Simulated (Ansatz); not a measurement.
A made-up structure of AlH4SeO (charge +1), singlet:

O1  (2.160, -0.979, -0.217)
Al2  (0.657, 0.699, -0.004)
Se3  (-1.130, 0.109, 0.087)
H4  (-1.642, -1.310, 0.030)
H5  (-2.291, 1.064, 0.231)
H6  (0.550, 2.246, 0.100)
H7  (1.459, -1.649, -0.203)
(Å)

It is relaxed with PBE-D4/def2-SVP and then PBE0-D4/def2-TZVP (Ansatz 0.2.0). Atoms count as bonded within 1.22 times the sum of their covalent radii (H–H: 0.88 Å). The end point is not checked to be a true minimum.

Problem. Does its bonding change? (A judgement: the text doesn't fix the answer.)

Solution. Computed: No: no bond forms or breaks.

Where it ends: The first stage lowers the energy by 5.59 eV in 24 steps. It ends as AlH₄SeO ([OH][AlH][SeH2]), total charge +1:
```xyz
7
angstrom
O 1.3536 -0.9530 -0.1380
Al 0.7357 0.5690 0.0323
Se -1.5842 -0.0354 0.8023
H -1.7032 -1.1073 -0.2025
H -2.3075 0.9435 -0.0295
H 1.0616 2.0850 -0.0797
H 2.2079 -1.3219 -0.3612
```

Labels in which every atom is bracketed show which atoms are joined, not bond orders.

For scale, one of the runs: PBE0-D4/def2-TZVP relaxation, 140 basis functions, launched by `ansatz run in.yaml --threads 2 --pin off --events-out ev --progress --plain --max-ram 4352MiB`. The run took about 34 s on 2 CPU threads of an Arm Neoverse V1 (shared host).
